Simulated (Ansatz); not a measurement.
Total energies of FH₄O₄Ta, SMILES `[OH][Ta]([OH])([OH])([OH])[F]`.

```xyz
10

O    -1.796   -0.460   -0.713
Ta    0.003   -0.300   -0.116
O    -0.318    1.328    0.830
O     1.313    0.727   -1.093
O     0.457   -1.274    1.454
F     0.547   -1.743   -1.224
H    -2.504    0.155   -0.516
H     0.024    2.220    0.810
H     1.805    0.265   -1.777
H     0.469   -0.920    2.344
```

Charge 0, multiplicity 1. Correlated methods include outer-core shells of Ta, which these sets cover unevenly. Ta takes the def2 core potential. The structure was optimised at the PBE0-D4/def2-TZVP level. It is one conformer, not always the lowest. Basis def2-TZVPP, the Gaussian-basis code of Ansatz.

RPA on PBE orbitals: Hartree–Fock energy of these orbitals -457.98851 Eh, correlation -2.41688 Eh (frozen core).

| functional | energy without D4 (Eh) | D4 term (kJ/mol) |
| --- | --- | --- |
| LDA (SPW92) | -457.77769 | – |
| B3LYP | -460.68273 | -27.6 |

(1) Give the same for PBE, revPBE, BLYP, r2SCAN, B97M-V, PBE0, r2SCANh, r2SCAN0, HSE06 (plane-wave form), BHLYP, CAM-B3LYP, LC-ωPBE, ωB97X-V, ωB97M-V, B2PLYP, PBE-QIDH. (Best estimate.)

B3LYP takes the VWN-RPA correlation (the form of Gaussian; ORCA's B3LYP/G). HSE06 is the plane-wave form, built on full-range PBE exchange. The double hybrids freeze the cores in their second-order part.

## Answers

(1) Computed: 
| functional | energy without D4 (Eh) | D4 term (kJ/mol) |
| --- | --- | --- |
| PBE | -460.28733 | -17.3 |
| revPBE | -460.58527 | -47.7 |
| BLYP | -460.60025 | -36.9 |
| r2SCAN | -460.51494 | -4.4 |
| B97M-V | -460.53729 | – |
| PBE0 | -460.22795 | -14.8 |
| r2SCANh | -460.46355 | -4.7 |
| r2SCAN0 | -460.38901 | -5.2 |
| HSE06 (plane-wave form) | -460.20960 | -13.8 |
| BHLYP | -460.34646 | -21.9 |
| CAM-B3LYP | -460.50435 | -15.0 |
| LC-ωPBE | -460.45310 | – |
| ωB97X-V | -460.49044 | – |
| ωB97M-V | -460.46184 | – |
| B2PLYP | -460.31116 | – |
| PBE-QIDH | -460.08991 | – |

LC-ωPBE has ω = 0.4 bohr⁻¹.
